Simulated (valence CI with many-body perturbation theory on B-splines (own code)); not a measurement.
The numbers below are computed, except where a source is named.
## Sensitivity of CI+MBPT for W33+

Level of theory: configuration interaction combined with many-body perturbation theory (CI+MBPT): five valence electrons over a frozen Dirac-Fock core [Kr], a basis of 6 s, 6 p, 5 d, 5 f, 1 g functions for each j, with the one-electron correlation potential Σ1, the two-electron term Σ2, the three-electron term Σ3, Breit, model QED; selected CI, second order for the rest, scaled by the run's own slope (own B-spline code, finite nucleus).

No measured spectrum was set against this ion. As an estimate, large intervals hold to a few tenths of a per cent, small ones and those within an open d or f shell to about a per cent. Only levels of the ground parity were solved; by the run's estimate the other parity begins above the list, which can be wrong where configurations are misplaced.

The reference run has the lowest level (4d3/2^4 4d5/2) J=5/2 and an ionisation energy of 1383.86 eV. Its largest variational space holds 9998 state functions.

Levels are named by their leading jj configuration (3d3/2^4 stands for four electrons in 3d with j = 3/2), which in mixed levels can hold well under half, so a name can repeat and another be missing. Letters in brackets count levels of one name in rising energy.

Changed runs:
A. correlating orbitals by l 3 3 3 3 1 → 4 3 1 1 0
B. averaging of valence orbitals over low configurations on → off
C. scale of Σ1 1 → 0; scale of Σ2 1 → 0; three-electron term on → off
D. scale of Σ2 1 → -1 (bad on purpose)

Excitation energies of the reference run in cm⁻¹, and shifts in cm⁻¹:

```csv
Level,Reference,A,B,C,D
(4d3/2^3 4d5/2^2) J=5/2 [a],102385,-338,+15,-2225,-1145
(4d3/2^3 4d5/2^2) J=7/2 [a],139845,+410,+15,+1313,+3443
(4d3/2^3 4d5/2^2) J=3/2 [a],143849,+376,+7.3,+32,+41
(4d3/2^3 4d5/2^2) J=11/2,147644,+315,+17,+2852,+7051
(4d3/2^3 4d5/2^2) J=9/2,159680,+676,+17,+2853,+6204
(4d3/2^3 4d5/2^2) J=5/2 [b],167673,+867,+13,+2035,+3856
(4d3/2^3 4d5/2^2) J=1/2,174693,+806,+6.6,+703,+652
(4d3/2^3 4d5/2^2) J=7/2 [b],183227,+1139,+12,+4567,+6690
(4d3/2^3 4d5/2^2) J=3/2 [b],226563,+1318,-11,+895,-492
(4d3/2^2 4d5/2^3) J=5/2 [a],241702,-23,+18,-2504,-1995
(4d3/2^2 4d5/2^3) J=7/2 [a],264760,+358,+27,+113,+2551
(4d3/2^2 4d5/2^3) J=11/2,270096,+203,+31,+1812,+6791
Ionisation energy (eV),1383.86,-0.14,+0.0083,-5.90,-6.27
```
